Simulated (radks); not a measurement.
Problem. Ba3+, 53 electrons, occupied as [Kr] 4d10 5s2 5p5. Method: Dirac Kohn-Sham, BLYP, spin-unpolarised, spherical densities, point nucleus; open shells fill j = l - 1/2 first; computed with a radial shooting solver on a logarithmic mesh with Libxc functionals. Some entries of the table are withheld. Estimate them.

orbital  occ.  eigenvalue (hartree)  <r^2> (bohr^2)  <r> (bohr)
1s1/2       2             -1369.311       0.0008883     0.02558
2s1/2       2             -217.1442         0.01415      0.1093
2p1/2       2                   (1)         0.01041     0.09192
2p3/2       4                   (2)         0.01168     0.09792
3s1/2       2             -46.56832         0.09734      0.2917
3p1/2       2                   (3)         0.09213         (4)
3p3/2       4                   (5)         0.09988         (6)
3d3/2       4             -29.36199         0.08261      0.2644
3d5/2       6             -28.78369         0.08483      0.2681
4s1/2       2              -9.87889          0.5123      0.6736
4p1/2       2              -7.96643          0.5521      0.6966
4p3/2       4              -7.39932          0.5959      0.7238
4d3/2       4              -4.27525          0.7313      0.7935
4d5/2       6              -4.17873          0.7495      0.8034
5s1/2       2              -2.11383           2.880       1.603
5p1/2       2              -1.59740           3.603         (7)
5p3/2       3              -1.51251           3.893         (8)

Solution. 
(1) 2p1/2 eigenvalue (hartree): -204.6076
(2) 2p3/2 eigenvalue (hartree): -190.5724
(3) 3p1/2 eigenvalue (hartree): -41.30714
(4) 3p1/2 <r> (bohr): 0.2816
(5) 3p3/2 eigenvalue (hartree): -38.59479
(6) 3p3/2 <r> (bohr): 0.2935
(7) 5p1/2 <r> (bohr): 1.788
(8) 5p3/2 <r> (bohr): 1.860
